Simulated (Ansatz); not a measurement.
This geometry of BH4NO + BrH (9 atoms, charge 0, multiplicity 1) is a first-order saddle point.

Method: RKS PBE0/def2-SVP in Ansatz.

```xyz
9
Properties=species:S:1:pos:R:3
B 0.059 -0.172 0.294
N -0.019 0.112 1.777
H -0.817 -0.282 2.272
H 0.853 -0.051 2.283
O 1.302 -0.382 -0.160
H 1.352 -0.473 -1.116
H -0.959 -0.358 -0.313
Br -0.329 2.716 0.505
H -0.172 1.273 1.605
```

Which two structures does it join? (They come from a converged band through this point; their orientation in space is the band's.)

Bonds broken: Br8–H9. Bonds formed: B1–Br8, N2–H9. BH4NO + BrH becomes BBrH5NO.

Initial state:

```xyz
9
Properties=species:S:1:pos:R:3
B 0.129 -0.455 0.260
N 0.010 -0.075 1.623
H -0.855 -0.216 2.129
H 0.828 -0.050 2.222
O 1.374 -0.533 -0.276
H 1.364 -0.734 -1.215
H -0.873 -0.664 -0.387
Br -0.466 3.273 1.365
H -0.242 1.836 1.426
```

Final state:

```xyz
9
Properties=species:S:1:pos:R:3
B -0.046 0.226 0.232
N 0.065 0.159 1.842
H -0.829 0.383 2.278
H 0.382 -0.764 2.150
O 1.273 -0.009 -0.190
H 1.327 -0.105 -1.144
H -0.934 -0.537 -0.117
Br -0.720 2.170 -0.044
H 0.750 0.859 2.140
```

How far does it lie above each of them?

36.0 kJ/mol above the first and 66.0 kJ/mol above the second. This is the barrier of this one path; another mechanism may lie lower. The orbitals stay closed-shell, which can raise the energy where a bond breaks towards radicals; this wasn't checked here.

The run took 4 min on 2 threads of Arm Neoverse V1, with other jobs on the host, peak memory 0.22 GiB.
